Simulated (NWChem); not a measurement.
System: TiNH2F3; SMILES [Ti]([F])([F])([NH2])[F]

The following NWChem deck was run.

```
start job
memory heap 200 mb stack 900 mb global 1100 mb
geometry units angstroms noautosym nocenter noautoz
  Ti    -0.009974     0.000858     0.053944
  F      0.779161     1.346633     0.835386
  F      0.182602    -1.506121     0.905347
  F     -1.715855     0.389694    -0.042037
  N      0.709884    -0.209457    -1.651297
  H      0.969433     0.555015    -2.269583
  H      0.859883    -1.106682    -2.105639
end
basis spherical
  Ti library pcsseg-1
  F library pcsseg-1
  N library pcsseg-1
  H library pcsseg-1
end
dft
  xc slater vwn_5
  iterations 150
end
property
  shielding
end
task dft property
```

Coordinates come from a B3LYP/6-31G* (spherical d) optimisation.

GIAO values for the isolated, static molecule; σ is the absolute isotropic shielding, δ = σ(reference) − σ with the isolated reference molecule computed at the same levels (19F: trichlorofluoromethane, 1H: tetramethylsilane, 15N: ammonia).

Atoms are numbered as in the input.

Q: Give the results of this calculation. (LDA (Slater exchange, VWN5)/pcSseg-1, GIAO.) Quantities: σ Ti1 (ppm); δ F2 (rotor mean) (ppm); δ N5 (ppm); δ H6 (ppm); δ H7 (ppm).

A: The σ Ti1 (ppm) comes out as -337.2. The δ F2 (rotor mean) (ppm) comes out as 301.8, the δ N5 (ppm) is 241.3 and the δ H6 (ppm) comes out as 7.29. The δ H7 (ppm) comes out as 7.43.
